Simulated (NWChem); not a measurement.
## Extrapolating the CCSD(T) correlation energy of F2Si

```xyz
3

Si     0.0000     0.0000    -0.5881
F     -1.2465     0.0000     0.4574
F      1.2465     0.0000     0.4574
```
Charge 0, spin multiplicity 1.

Everything below was run with NWChem. The geometry was optimised at PBE0/def2-SVP, a minimum by its harmonic frequencies.

The correlated methods keep 7 core orbitals frozen. The structure started from a generated list of species. No row is a measurement; the coupled-cluster row has its own basis-set and correlation limits.

Worked example. The CCSD(T) correlation energy is -475.50 mHa in cc-pVDZ and -628.65 mHa in cc-pVTZ. The form E(X) = E∞ + A/X³ turns the pair into an estimate of the basis-set limit.

E∞ = (3³·(-628.65) − 2³·(-475.50))/(3³ − 2³) = -693.1 mHa. The larger basis holds 91 % of that, at about 7 times the processor time of the smaller one. This is a two-point estimate, and a rough one from so small a pair.
